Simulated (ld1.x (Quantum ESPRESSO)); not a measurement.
Transferability test, ultrasoft potential for Fe

- Element: iron
- Generator: ld1.x (Quantum ESPRESSO) 7.5
- Type: ultrasoft
- Functional: PBE
- Relativity: scalar-relativistic
- Frozen core: [Ne]
- Valence charge: 16
- Reference configuration: 3s2 3p6 3d6 4s0 4p0 (charge +2)
- Partial waves: 3s (bound): rcut 1.05, rcutus 1.25 bohr; 4s (bound, empty): rcut 1.05, rcutus 1.25 bohr; 3p (bound): rcut 1.25, rcutus 1.70 bohr; 4p (bound, empty): rcut 1.25, rcutus 1.70 bohr; 3d (bound): rcut 1.35, rcutus 1.85 bohr; 3d channel at 1.85 Ry: rcut 1.35, rcutus 1.85 bohr; 4f channel at 0.5 Ry: rcut 1.55, rcutus 1.70 bohr; 4f channel at 2.1 Ry: rcut 1.55, rcutus 1.70 bohr
- Local potential: all-electron potential smoothed inside 1.20 bohr (lloc = -2)
- Core correction: none
- Augmentation charge: built from norm-conserving waves at rcut, not smoothed further

Energies are relative to the spin-unpolarised reference configuration 3s2 3p6 3d6 4s0 4p0; without spin polarisation the order of configurations can differ from experiment. Not all tests gave a result: test run stopped at test 7 of 7 (negative rho), 1 before it not solved. Left out of the table: 3s2 3p6 3d5 4s0 4p0 (solver errors, printed error -2372 eV).

| valence configuration | charge | ΔE all-electron (eV) | error AE − PS (meV) |
| --- | --- | --- | --- |
| 3s2 3p6 3d6 4s1 4p0 | +1 | -16.203 | -1952 |
| 3s2 3p6 3d6 4s1.5 4p0 | +0.5 | -21.448 | -2445 |
| 3s2 3p6 3d6 4s0 4p2 | 0 | -16.477 | -1569 |

Question: What are ΔE and the potential's error for 3s2 3p6 3d6 4s0 4p1?

Answer: ΔE = -11.149 eV all-electron; the error (AE − PS) is -1160 meV.

Question: What are ΔE and the potential's error for 3s2 3p6 3d6 4s2 4p0?

Answer: ΔE = -24.932 eV all-electron; the error (AE − PS) is -2779 meV.

Levels in the configuration 3s2 3p6 3d6 4s0 4p2:

```csv
level,all-electron (eV),pseudo (eV)
3s,-97.274,-98.867
3p,-63.306,-64.881
3d,-10.639,-12.134
4p,-2.762,-2.615
```

A Bessel basis up to 400 Ry misses an occupied level by 1.33 Ry, so cutoffs and ghosts were not judged.
